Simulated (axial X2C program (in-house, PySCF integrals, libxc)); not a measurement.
ZrSi⁺: properties at the nuclei

Computed with an axial X2C code built on PySCF integrals: two-component X2C with atomic mean-field Coulomb and Gaunt terms, Gaussian nuclei, basis Zr dyall-cv3z, Si dyall-v3z with contracted cores.

R = 2.529 Å (near the PBE0 minimum at charge 1 of the determinant lowest at the starting distance; the state shown can have its own minimum elsewhere).

Input and command:
```json
{"zs": [40, 14], "q": 1, "bas": ["dyall-cv3z", "dyall-v3z"], "r0": 2.7, "levels": ["PBE0", "HF", "B3LYP", "LDA", "PBE"], "nst": 3}
```
```bash
python soeom.py task.json out
```

Keys: zs atomic numbers; q charge; bas basis sets; r0 starting distance in Å; levels methods; nst determinants followed.

Determinant lowest in the PBE0 search, Ω = 1/2 (⟨Sz⟩ = 2.50, ⟨Lz⟩ = -2.00 at PBE0), spin on the atoms Zr 1.58, Si 0.91:

```json
{"level": "PBE0", "Eeff magnitude (GV/cm)": "1.36", "Ws magnitude Zr (kHz)": "1.41", "A∥/gI Zr (MHz)": "2460", "qzz Zr (a.u.)": "-0.41", "A∥/gI Si (MHz)": "18.4", "qzz Si (a.u.)": "-0.40"}
{"level": "B3LYP", "Eeff magnitude (GV/cm)": "0.979", "Ws magnitude Zr (kHz)": "1.05", "A∥/gI Zr (MHz)": "2760", "qzz Zr (a.u.)": "-0.36", "A∥/gI Si (MHz)": "115", "qzz Si (a.u.)": "-0.39"}
{"level": "LDA", "Eeff magnitude (GV/cm)": "0.642", "Ws magnitude Zr (kHz)": "0.639", "A∥/gI Zr (MHz)": "3230", "qzz Zr (a.u.)": "-0.71", "A∥/gI Si (MHz)": "111", "qzz Si (a.u.)": "-0.33"}
{"level": "PBE", "Eeff magnitude (GV/cm)": "0.96", "Ws magnitude Zr (kHz)": "1.02", "A∥/gI Zr (MHz)": "2660", "qzz Zr (a.u.)": "-0.32", "A∥/gI Si (MHz)": "23.7", "qzz Si (a.u.)": "-0.39"}
```

Eeff is the effective electric field on the electron electric dipole moment in this Ω state and Ws the scalar–pseudoscalar constant of the nucleus named (defined with the proton number Z and per Ω); A∥ (defined per Ω) follows by multiplying with gI = μI/(I μN); qzz is the electric field gradient, eQq0 = 234.96 MHz × Q/barn × qzz. The operators were transformed with the bare-nucleus X2C matrices; with these basis sets, hyperfine constants and field gradients can be off by tens of per cent, and where levels differ in sign neither size nor sign is settled.

With gI(91Zr) = -0.5214 (g factors from the IAEA table of nuclear moments by Stone), turn the PBE0 values of the first state into constants in MHz.

A∥(91Zr) = 2460 × -0.5214 = -1280 MHz.

Each state is one determinant with collinear spin, which with several unpaired electrons need not be a pure state. With several open shells hyperfine constants can be off by a factor of several. Where Eeff spreads by more than a factor of two the levels disagree and none is to be relied on. Left out as unconverged or as another state under the same occupation: HF in at least one table. At B3LYP a later determinant lies lower. States lie within half an eV, so the first need not be the ground state. Further determinants of the search, some of them spin-mixed, are not shown. Where a field gradient or hyperfine factor spreads by more than a factor of two over the levels, a constant derived from it is not to be relied on.
